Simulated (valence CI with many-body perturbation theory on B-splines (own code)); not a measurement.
**Ir71+ in brief**

Method: relativistic CI+MBPT: four valence electrons over a frozen Dirac-Fock core [He], a basis of 9 s, 9 p, 8 d, 6 f, 3 g, 1 h functions for each j, with the one-electron correlation potential Σ1, the two-electron term Σ2, the three-electron term Σ3, Breit, model QED; selected CI, second order for the rest, scaled by the run's own slope (own B-spline code, finite nucleus).

No measured spectrum was set against this ion. As an estimate, large intervals hold to a few tenths of a per cent, small ones and those within an open d or f shell to about a per cent.

Levels are named by their leading jj configuration (3d3/2^4 stands for four electrons in 3d with j = 3/2), which in mixed levels can hold well under half, so a name can repeat and another be missing.

Rates and lifetimes use the calculated energies. Strong lines usually hold to 10 to 20 %, long lifetimes can be off by a factor of two.

(1) What is the ground level?

(2) How well does LS coupling describe the low levels?

(3) What are the static dipole polarisabilities of the lowest levels?

(4) Among levels below 926.84 Ry, which E1 lines absorb most strongly from the ground level?

(5) Where does the other parity begin?

(6) What is the ionisation energy?

(7) Name the longest-lived excited levels whose lifetime is computed, and their main decay.

Answers

(1) (2s^2 2p1/2^2) J=0, composition 68 % 2s2.2p2 3P + 32 % 2s2.2p2 1S.

(2) Among the lowest 20 levels the leading LS term, summed over configurations, holds 67 % on average. For single configurations the figures are 67 % in LS and 100 % in jj coupling. Terms mix most in the J = 1 level at 155.42 Ry, where the leading one holds 31 %.

(3) (2s^2 2p1/2^2) J=0 5.95e-05 bohr³, of which the core gives 1.80e-07.

(4) to (2s^2 2p1/2 3d3/2) J=1 at 0.1020 nm, f = 1.08; to (2s 2p1/2^2 3p1/2) J=1 at 0.1048 nm, f = 0.314; to (2s 2p1/2^2 2p3/2) J=1 at 0.5863 nm, f = 0.287.

(5) At (2s 2p1/2^2 2p3/2) J=2, 148.59 Ry.

(6) 20214 eV; NIST lists 20210 ± 60 eV (theoretical).

(7) (2s^2 2p1/2 2p3/2) J=2 at 126.20 Ry lives 5.35 ns, mostly by E2 to (2s^2 2p1/2^2) J=0; (2s^2 2p1/2 2p3/2) J=1 at 124.86 Ry lives 33.6 ps, mostly by M1 to (2s^2 2p1/2^2) J=0; (2s 2p1/2^2 2p3/2) J=2 at 148.59 Ry lives 27.0 ps, mostly by E1 to (2s^2 2p1/2 2p3/2) J=1.
